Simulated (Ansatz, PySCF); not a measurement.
System: cyanosilylidyne, CNSi, charge 0, multiplicity 2. SMILES: N#C[Si]
Structure (B3LYP-D3(BJ)/def2-TZVP (Ansatz, a quantum-chemistry and plane-wave program) minimum search):
```xyz
3

Si     0.0000     0.0000    -1.1899
C      0.0000     0.0000     0.6549
N      0.0000     0.0000     1.8185
```
Charge 0, spin multiplicity 2.

Wanted: size of the dipole moment, in D. Terms: 6-311+G** with 5d, 6d on Na to Ar in Ansatz; LANL2DZ with its own core potentials from Na on; six Cartesian d functions in 6-31G* and its kin unless marked 5d; spin-orbit terms left out; non-relativistic; no dispersion term unless named; UHF or UKS for open shells. Ab initio and DFT rows: single points at B3LYP-D3(BJ) geometries (Ansatz).

```csv
level,program,size of the dipole moment (D)
PBE/3-21G,Ansatz,2.02
PBE/LANL2DZ,Ansatz,2.54
PBE/def2-SVP,Ansatz,2.53
PBE/6-311+G**,Ansatz,2.90
BP86/def2-SVP,PySCF,2.55
B3LYP/6-31G*,Ansatz,2.65
B3LYP/6-31+G*,Ansatz,3.05
```

No value to compare with is used here. The 7 habitual levels span 2.02 (PBE/3-21G) to 3.05 D (B3LYP/6-31+G*).

The levels are drawn from those run, B3LYP/6-31G* more often than the rest, none by its result; left out are runs that failed, that the program found above a lower state of the same kind, or whose <S^2> lies over 0.5 above the pure value.
